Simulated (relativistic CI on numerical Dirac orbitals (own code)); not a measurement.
**Forbidden lines of Pr XXV**

These numbers are calculated, not measured: Dirac-Coulomb-Breit CI, orbitals from a KLI potential per configuration, a model potential for QED, unscaled Slater integrals (own radial code, finite nucleus).

Configurations in the expansion (outside the closed core [Ar] 3d10): 4s²4p⁵, 4s4p⁶, 4s²4p⁴4d, 4s4p⁵4d, 4s²4p⁴4f, 4s4p⁵4f, 4p⁶4d, 4s4p⁴4d², 4s²4p³4d4f, 4p⁶4f, 4s²4p⁴5s, 4s²4p⁴5p, 4p⁶5s, 4p⁵4d4f, 4s4p⁴4d5s, 4s4p⁵5s, 4s4p⁴4f², 4s²4p⁴5d, 4s²4p³4f5s, 4s4p⁵5p, 4s²4p⁴5f, 4s²4p⁴5g, 4s4p⁵5d, 4s²4p⁴6s, 4s²4p⁴6p, 4p⁵4f5s, 4s4p⁵5f, 4s²4p³4d², 4s²4p²4d³, 4s4p³4d³, 4s²4p²4d²4f, 4s4p³4d²4f, 4s²4p²4d²5s, 4p⁵4d², 4p⁴4d³, 4p⁴4d²4f, 4p⁴4d²5s, 4p⁵4d5s, 4p⁴4d4f5s, 4p⁴4d5s², 4s²4p³5s², 4s²4p²4d5s², 4s4p³4d5s², 4s²4p²4f5s², 4s4p³4f5s². Double excitations out of closed p, d and f shells are left out; levels of such configurations are missing from the list, as are those of other unlisted configurations, and high levels can miss mixing partners. These lack a partner that the ground configuration has and come out too high: 4s²4p⁴5p, 4s4p⁵5s, 4s²4p⁴5d, 4s4p⁵5p, 4s²4p⁴5f.

```tsv
λ vac (nm)	Lower	Upper	Type	A (s⁻¹)	E lower (cm⁻¹)	E upper (cm⁻¹)
11.333	4s²4p⁴4d ²G9/2 [22]	4s²4p³4d² ²I°13/2 [124]	M2	6.23e+02	1066654	1949007
11.961	4s²4p⁵ ²P°3/2 [1]	4s²4p⁴4d ²F7/2 [8]	M2	1.43e+03	0	836046
12.381	4s²4p⁵ ²P°3/2 [1]	4s²4p⁴4d ⁴D7/2 [7]	M2	4.91e+02	0	807713
33.223	4s²4p⁴4d ⁴D7/2 [7]	4s²4p⁴4d ²F7/2 [24]	M1	5.51e+03	807713	1108710
36.675	4s²4p⁴4d ²F7/2 [8]	4s²4p⁴4d ²F7/2 [24]	M1	2.10e+04	836046	1108710
37.358	4s²4p⁴4d ⁴F9/2 [9]	4s²4p⁴4d ²F7/2 [24]	M1	6.92e+04	841027	1108710
38.619	4s²4p⁴4d ⁴D7/2 [7]	4s²4p⁴4d ²G9/2 [22]	M1	5.18e+03	807713	1066654
41.252	4s²4p⁴4d ⁴D5/2 [5]	4s²4p⁴4d ²F7/2 [19]	M1	1.16e+04	789749	1032160
42.102	4s²4p⁴4d ⁴D5/2 [5]	4s²4p⁴4d ²G7/2 [18]	M1	4.73e+03	789749	1027265
43.364	4s²4p⁴4d ²F7/2 [8]	4s²4p⁴4d ²G9/2 [22]	M1	1.23e+04	836046	1066654
44.321	4s²4p⁴4d ⁴F9/2 [9]	4s²4p⁴4d ²G9/2 [22]	M1	7.31e+04	841027	1066654
44.554	4s²4p⁴4d ⁴D7/2 [7]	4s²4p⁴4d ²F7/2 [19]	M1	4.01e+04	807713	1032160
44.806	4s²4p³4d² ⁶F°11/2 [54]	4s²4p³4d² ⁴H°13/2 [107]	E2	9.40e+02	1677523	1900706
44.806	4s²4p³4d² ⁶F°11/2 [54]	4s²4p³4d² ⁴H°13/2 [107]	M1	2.15e+04	1677523	1900706
45.547	4s²4p⁴4d ⁴D7/2 [7]	4s²4p⁴4d ²G7/2 [18]	M1	2.66e+04	807713	1027265
47.345	4s²4p⁵ ²P°3/2 [1]	4s²4p⁵ ²P°1/2 [2]	M1	1.68e+05	0	211214
49.242	4s²4p⁴4d ⁴D5/2 [5]	4s²4p⁴4d ⁴D3/2 [16]	M1	1.05e+05	789749	992826
49.468	4s²4p³4d² ⁴G°11/2 [65]	4s²4p³4d² ²I°13/2 [124]	M1	1.82e+04	1746856	1949007
50.168	4s²4p⁴4d ²D5/2 [12]	4s²4p⁴4d ²F7/2 [24]	M1	1.21e+04	909381	1108710
50.991	4s²4p⁴4d ²F7/2 [8]	4s²4p⁴4d ²F7/2 [19]	M1	1.34e+04	836046	1032160
52.296	4s²4p⁴4d ²F7/2 [8]	4s²4p⁴4d ²G7/2 [18]	M1	3.64e+04	836046	1027265
52.320	4s²4p⁴4d ⁴F9/2 [9]	4s²4p⁴4d ²F7/2 [19]	M1	5.23e+04	841027	1032160
53.695	4s²4p⁴4d ⁴F9/2 [9]	4s²4p⁴4d ²G7/2 [18]	M1	1.21e+04	841027	1027265
56.350	4s²4p⁴4d ⁴F5/2 [14]	4s²4p⁴4d ²F7/2 [24]	M1	5.00e+03	931249	1108710
81.447	4s²4p⁴4d ²D5/2 [12]	4s²4p⁴4d ²F7/2 [19]	M1	6.73e+03	909381	1032160
84.829	4s²4p⁴4d ²D5/2 [12]	4s²4p⁴4d ²G7/2 [18]	M1	1.91e+03	909381	1027265
99.097	4s²4p⁴4d ⁴F5/2 [14]	4s²4p⁴4d ²F7/2 [19]	M1	8.13e+03	931249	1032160
104.15	4s²4p⁴4d ⁴F5/2 [14]	4s²4p⁴4d ²G7/2 [18]	M1	4.67e+03	931249	1027265
118.88	4s²4p⁴4d ²F5/2 [17]	4s²4p⁴4d ²F7/2 [24]	M1	3.31e+03	1024593	1108710
300.18	4s²4p⁴4d ⁴D7/2 [7]	4s²4p⁴4d ⁴F9/2 [9]	M1	3.97e+02	807713	841027
```

Terms are leading LS components. Brackets give the number of a level in order of energy, since labels repeat. The list gives strong lines, with weight on those to low levels, among the lowest 400 of 9441 levels, so that lines to higher ones, which can be the strongest, are missing. Levels whose partners in the same complex of configurations lie outside the list can be far off, and so can their lines. Rates are taken at the computed energies, electric ones in the length gauge.

At this charge energies of transitions that change n are usually good to better than 1 %, and those within a shell (Δn = 0) to a few per cent.

LS names give the leading component of a level, which can be under half, so a name can repeat, a term be missing and a line seem to break the LS rules.
